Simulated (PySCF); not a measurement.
# C₆ coefficients of unlike pairs at M06

Calculated with PySCF 2.14 from the dipole response of each species, C₆(A,B) = (3/π) ∫ α_A(iu) α_B(iu) du, in atomic units, from isotropic polarisabilities. For ions this is the dispersion term alone; charge-induced terms of lower order in 1/R come first.

```tsv
species	configuration	basis	relativity	α (bohr³)	C₆ (like pair)
Pb²⁺	[Xe] 4f14 5d10 6s2 (1S)	aug-cc-pVQZ-DK3 (10s9p7d4f2g)	spin-free X2C	13.96	90.61
Rh⁺	[Kr] 4d8 (3F)	aug-cc-pwCVTZ-PP with ECP28MDF (8s8p7d4f3g)	core potential	13.75	85.73
Fe⁺	[Ar] 3d6 4s1 (6D)	aug-cc-pVTZ with one added diffuse shell each of s, p, d, f, g type (9s8p6d4f3g)	none	23.38	110.1
```

(1) Estimate C₆ for Fe⁺ with Rh⁺.

No spin-orbit coupling is included.

The other pairs:

| pair | C₆ |
| --- | --- |
| Rh⁺, Pb²⁺ | 88.09 |
| Fe⁺, Pb²⁺ | 94.32 |

## Answers

(1) The integral gives 91.64. The combination rule 2 C_A C_B / (C_A α_B/α_A + C_B α_A/α_B) gives 89.69 and the geometric mean 97.17.
